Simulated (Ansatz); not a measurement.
This geometry of C2H10BFSi2 (16 atoms, charge 0, multiplicity 1) is a first-order saddle point.

All numbers below come from RKS PBE-D4/STO-3G in Ansatz.

```xyz
16
Properties=species:S:1:pos:R:3
B -0.905 -2.349 0.477
Si -0.631 -0.989 -0.770
C 0.439 0.604 -0.512
C 1.433 0.368 0.696
F 1.198 0.896 -1.684
Si -0.741 2.074 -0.072
H -0.315 -2.344 1.493
H -1.513 -3.303 0.157
H -1.228 -1.033 -2.100
H 0.343 -2.203 -0.759
H 2.034 1.277 0.892
H 2.130 -0.464 0.478
H 0.873 0.114 1.616
H -1.481 1.745 1.138
H -1.686 2.295 -1.156
H 0.028 3.289 0.149
```

(1) Which two structures does it join? (They come from a converged band through this point; their orientation in space is the band's.)

(2) How far does it lie above each of them?

Results:

(1) Bonds formed: B1–H10.

Initial state:

```xyz
16
Properties=species:S:1:pos:R:3
B -1.450 -1.150 0.586
Si -0.099 -1.303 -0.851
C 0.702 0.460 -0.665
C 1.818 0.442 0.454
F 1.217 1.070 -1.832
Si -0.879 1.337 0.054
H -1.087 -1.440 1.668
H -2.582 -1.333 0.330
H -0.629 -1.387 -2.206
H 0.913 -2.342 -0.705
H 2.180 1.463 0.686
H 2.683 -0.161 0.119
H 1.426 -0.010 1.386
H -1.589 0.243 0.919
H -1.890 1.679 -0.938
H -0.756 2.411 1.040
```

Final state:

```xyz
16
Properties=species:S:1:pos:R:3
B -0.752 -2.435 0.367
Si -0.740 -0.922 -0.746
C 0.389 0.633 -0.533
C 1.424 0.378 0.638
F 1.101 0.934 -1.731
Si -0.759 2.116 -0.022
H -0.433 -2.299 1.485
H -1.463 -3.313 0.060
H -0.976 -1.041 -2.195
H 0.294 -2.469 -0.378
H 2.020 1.290 0.839
H 2.123 -0.438 0.374
H 0.894 0.090 1.566
H -1.437 1.789 1.223
H -1.754 2.350 -1.058
H 0.046 3.314 0.157
```

(2) 79.6 kJ/mol above the first and 20.3 kJ/mol above the second. This is the barrier of this one path; another mechanism may lie lower. Limits of this set-up: minimal basis.

Run time: 8.2 min on 1 thread of Arm Neoverse V2, with other jobs on the host, peak memory 0.11 GiB.
